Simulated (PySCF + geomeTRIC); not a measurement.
Species: [Zn(OH)(Br)] (charge 0, multiplicity 1).

Problem. Give a relaxed geometry from BP86-D3(BJ)/def2-SVP run with PySCF + geomeTRIC.

Solution. Several could match; the one computed here: the end point of this relaxation, one of several conformers.
Cartesian coordinates (Å) in one orientation:
```xyz
4

Zn     0.057     0.044    -0.062
O     -0.988     0.087    -1.504
H     -0.642    -0.479    -2.221
Br     1.255     0.099     1.828
```
